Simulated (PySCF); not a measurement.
C3H2N3, SMILES [c]1ncncn1, multiplicity 2. Geometry optimised at PBE-D3(BJ)/def2-SVP. The isomer is the one that the SMILES or the coordinates give; other isomers of the formula were not compared.

Give the equilibrium geometry at PBE-D3(BJ)/def2-SVP (PySCF confirms it by a frequency run) as bond lengths and angles, and its point group. (An estimate is asked for; the answer gives what the named calculation found.)

point group C2v.
Atoms: C1 N2 C3 N4 C5 N6 H7 H8. Bond lengths (Å): C1–N2 1.315, C1–N6 1.315, N2–C3 1.352, C3–N4 1.339, C3–H7 1.105, N4–C5 1.339, C5–N6 1.352, C5–H8 1.105. Bond angles (°): N2–C1–N6 128.8, C1–N2–C3 113.4, N2–C3–N4 124.4, N2–C3–H7 117.6, N4–C3–H7 118.0, C3–N4–C5 115.6, N4–C5–N6 124.4, N4–C5–H8 118.0, N6–C5–H8 117.6, C1–N6–C5 113.4.
Charge 0, spin multiplicity 2.
